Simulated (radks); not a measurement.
Values are calculated unless marked as measured or tabulated.
Ionisation of neutral iridium, [Xe] 4f14 5d7 6s2, to Ir+, [Xe] 4f14 5d7 6s1, under several functionals. Dirac Kohn-Sham, spin-unpolarised, spherical densities, point nucleus; open shells are shared between the two j in proportion to 2j + 1; a radial shooting solver on a logarithmic mesh with Libxc functionals.

functional,E(Ir) (hartree),Exc (hartree),IE (eV),-e(HOMO) (eV),<r> HOMO (bohr),IE error (eV)
"LDA (Slater exchange, Perdew-Wang correlation)",-17847.9291,-338.7100,10.184,6.590,2.883,+1.217
OLYP,-17864.3421,-355.4445,9.557,6.031,2.915,+0.590
HCTH/407,-17868.3236,-359.5859,9.902,6.365,2.913,+0.935
exchange-only LDA,-17839.9261,-330.6122,9.099,5.550,2.933,+0.132
"LDA (Slater exchange, VWN5 correlation)",-17847.9614,-338.7428,10.184,6.590,2.883,+1.217

NIST Atomic Spectra Database: 8.967 eV (measured). Closest: exchange-only LDA. The Delta-SCF values span 1.09 eV, the total energies 28.40 hartree. The highest occupied level is 6s1/2. Spin polarisation and multiplet splitting are left out, so open shells lie too high by an amount that depends on their filling. Sharing an open shell by 2j + 1 raises it above the true ground level by a part of the spin-orbit splitting, which enters the differences from NIST.

Beside tabulated values, note that spin-unpolarised runs miss the spin-polarisation part of the exchange energy of open shells.
